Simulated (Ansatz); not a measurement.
Wavefunction ladder for FGeH$_{3}$OSi, SMILES `[F][Ge][O][SiH3]`

```xyz
7

F     0.561    0.118    2.360
Ge   -1.087   -0.408    2.014
O    -0.995   -0.330    0.251
Si    0.135    0.068   -0.890
H    -0.495   -0.103   -2.223
H     0.564    1.480   -0.727
H     1.317   -0.825   -0.786
```

Charge 0, multiplicity 1. Correlated methods include outer-core shells of Ge, which these sets cover unevenly. Scalar relativity is left out up to krypton. Geometry: relaxed with PBE0-D4/def2-TZVP. It is one conformer, not always the lowest. Frozen core, restricted reference, the Gaussian-basis code of Ansatz.

```tsv
basis	HF (Eh)	MP2 corr.	CCSD corr.	(T)	CCSD(T) total
def2-SVP	?	-0.67758	?	?	?
def2-TZVPP	-2540.55395	?	-0.85600	-0.03034	?
def2-QZVPP	-2540.61445	-1.15632	–	–	–
```

Task: Fill in the withheld values. (Estimate.)

Result: Ansatz gave: def2-SVP HF (Eh): -2539.95287; def2-SVP CCSD corr.: -0.69897; def2-SVP (T): -0.01702; def2-SVP CCSD(T) total: -2540.66886; def2-TZVPP MP2 corr.: -0.83854; def2-TZVPP CCSD(T) total: -2541.44029.
